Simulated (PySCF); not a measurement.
Molfile (atoms numbered from 1):
```
C3H13NSi2
     RDKit          3D

 19 18  0  0  0  0  0  0  0  0999 V2000
   -1.3438    1.1859   -1.2453 C   0  0  0  0  0  0  0  0  0  0  0  0
   -0.8960   -0.0419   -0.4561 C   0  0  0  0  0  0  0  0  0  0  0  0
   -1.8438   -0.3493    0.6960 C   0  0  0  0  0  0  0  0  0  0  0  0
    0.4691    0.0787    0.0340 N   0  0  0  0  0  0  0  0  0  0  0  0
    1.8774   -0.4048   -0.8554 Si  0  0  0  0  0  4  0  0  0  0  0  0
    3.7143   -0.2444    0.5929 Si  0  0  0  0  0  4  0  0  0  0  0  0
   -2.3589    1.0580   -1.6530 H   0  0  0  0  0  0  0  0  0  0  0  0
   -1.3520    2.0780   -0.5967 H   0  0  0  0  0  0  0  0  0  0  0  0
   -0.6595    1.3857   -2.0838 H   0  0  0  0  0  0  0  0  0  0  0  0
   -0.9066   -0.9091   -1.1420 H   0  0  0  0  0  0  0  0  0  0  0  0
   -1.8587    0.4869    1.4157 H   0  0  0  0  0  0  0  0  0  0  0  0
   -1.5188   -1.2518    1.2331 H   0  0  0  0  0  0  0  0  0  0  0  0
   -2.8747   -0.5001    0.3408 H   0  0  0  0  0  0  0  0  0  0  0  0
    0.5778    0.8189    0.7214 H   0  0  0  0  0  0  0  0  0  0  0  0
    2.1778    0.3952   -2.0964 H   0  0  0  0  0  0  0  0  0  0  0  0
    1.6847   -1.8171   -1.3149 H   0  0  0  0  0  0  0  0  0  0  0  0
    3.7211    1.0999    1.2547 H   0  0  0  0  0  0  0  0  0  0  0  0
    4.9980   -0.4014   -0.1595 H   0  0  0  0  0  0  0  0  0  0  0  0
    3.6533   -1.2891    1.6616 H   0  0  0  0  0  0  0  0  0  0  0  0
  1  2  1  0
  2  3  1  0
  2  4  1  0
  4  5  1  0
  5  6  1  0
  1  7  1  0
  1  8  1  0
  1  9  1  0
  2 10  1  0
  3 11  1  0
  3 12  1  0
  3 13  1  0
  4 14  1  0
  5 15  1  0
  5 16  1  0
  6 17  1  0
  6 18  1  0
  6 19  1  0
M  END
```

Geometry: PBE0-D3(BJ)/def2-SVP; GIAO absolute shieldings from PySCF, gas phase, non-relativistic, averaged over equivalent atoms.

At mPW1PW91/pcSseg-1 (181 basis functions, 23 s wall time on 1 thread of an Arm Neoverse V1, shared host):
| atoms | σ (ppm) |
| --- | --- |
| C2 | 133.4 |
| C1/C3 | 155.7 |
| N4 | 221.4 |
| Si5 | 403.1 |
| Si6 | 457.0 |
| H15/H16 | 26.47 |
| H17/H18/H19 | 27.90 |
| H10 | 28.66 |
| H7/H8/H9/H11/H12/H13 | 30.22 |
| H14 | 32.10 |

Task: Predict the values at KT2/pcSseg-1 on the same geometry.

Result: 
```tsv
atoms	σ at KT2/pcSseg-1	change
C2	128.9	-4.5
C1/C3	155.2	-0.5
N4	215.2	-6.2
Si5	415.0	+11.9
Si6	472.9	+15.9
H15/H16	26.05	-0.42
H17/H18/H19	27.72	-0.18
H10	28.34	-0.32
H7/H8/H9/H11/H12/H13	30.06	-0.16
H14	31.96	-0.14
```

The largest change is at Si6 (silicon bonded to Si, 3 H). Cost: 181 basis functions, 34 s wall time on 1 thread of an Arm Neoverse V1, shared host.
